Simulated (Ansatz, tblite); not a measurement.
Cost and result up the ladder for Si(CN)2H2 (C2H2N2Si) (7 atoms). Total charge 0; singlet. Geometry: r2SCAN-D4/def2-SVP.

```xyz
7

Si    0.558    0.054   -0.170
C    -0.571    1.427    0.342
N    -1.269    2.303    0.662
C    -0.403   -1.521   -0.048
N    -0.994   -2.522    0.026
H     1.707   -0.004    0.765
H     0.972    0.264   -1.577
```

Ansatz on 4 threads of Arm Neoverse V1 on a shared host; xTB runs through tblite on one thread. Times are rough, summed over both states, and most runs start from the orbitals of an earlier one. PBE0-D4/def2-TZVP serves as the yardstick here, not as an exact answer. The other state is a triplet.

The xTB rows come from tblite.

xTB has no spin-polarisation term.

| level | functions | wall time | vertical triplet (eV) | difference from PBE0-D4/def2-TZVP (eV) |
| --- | --- | --- | --- | --- |
| GFN2-xTB | 27 | 0.007 s | 4.05 | -1.64 |
| GFN1-xTB | 29 | 0.009 s | 4.60 | -1.09 |
| PBE0-D4/def2-TZVP (with forces) | 173 | 12 s | 5.68 | 0.00 |
| r2SCAN-D4/def2-TZVP | 173 | 14 s | 5.61 | -0.07 |
